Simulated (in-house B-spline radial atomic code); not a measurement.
Pd³⁺: [Kr] 4d6 6p1 (an excited or competing configuration)

Level of theory: Dirac-Hartree-Fock, average of configuration, Fermi nucleus of rms radius 4.5318 fm; calculated with a radial B-spline atomic code at the basis-set limit.

Z_r = [3n² - l(l+1)]/(2<r>); Z_e = n√(-2ε); the last column is Slater's effective charge. Values are occupation-weighted means over j. An effective charge above Z reflects the relativistic contraction of the inner shells.

| shell | electrons | ε (eV) | <r> (bohr) | Z_r | Z_e | Slater |
| --- | --- | --- | --- | --- | --- | --- |
| 1s | 2 | -24548 | 0.03184 | 47.10 | 42.48 | 45.70 |
| 2s | 2 | -3714.1 | 0.1377 | 43.56 | 33.04 | 41.85 |
| 2p | 6 | -3331.1 | 0.1205 | 41.49 | 31.29 | 41.85 |
| 3s | 2 | -750.28 | 0.3768 | 35.83 | 22.28 | 34.75 |
| 3p | 6 | -620.75 | 0.3764 | 33.21 | 20.26 | 34.75 |
| 3d | 10 | -414.1 | 0.3566 | 29.45 | 16.55 | 24.85 |
| 4s | 2 | -157.23 | 0.9378 | 25.59 | 13.60 | 18.25 |
| 4p | 6 | -116.54 | 1.017 | 22.62 | 11.71 | 18.25 |
| 4d | 6 | -59.291 | 1.251 | 16.79 | 8.35 | 8.25 |
| 6p | 1 | -14.808 | 5.377 | 9.86 | 6.26 | 4.00 |

The least bound orbital is 6p3/2 at -14.74 eV, and it is also the most diffuse (<r> = 5.402 bohr).

Spin-orbit splittings of the orbital energies (j = l + 1/2 above j = l - 1/2 when positive): 2p 160.2 eV, 3p 28.87 eV, 3d 5.673 eV, 4p 4.897 eV, 4d 0.6233 eV, 6p 0.1982 eV.

For the 1s electron the small component carries 2.84 % of the norm, the zero-frequency Breit interaction raises the level by 51.82 eV, self-energy by 28.84 eV, and vacuum polarisation lowers it by 3.56 eV.
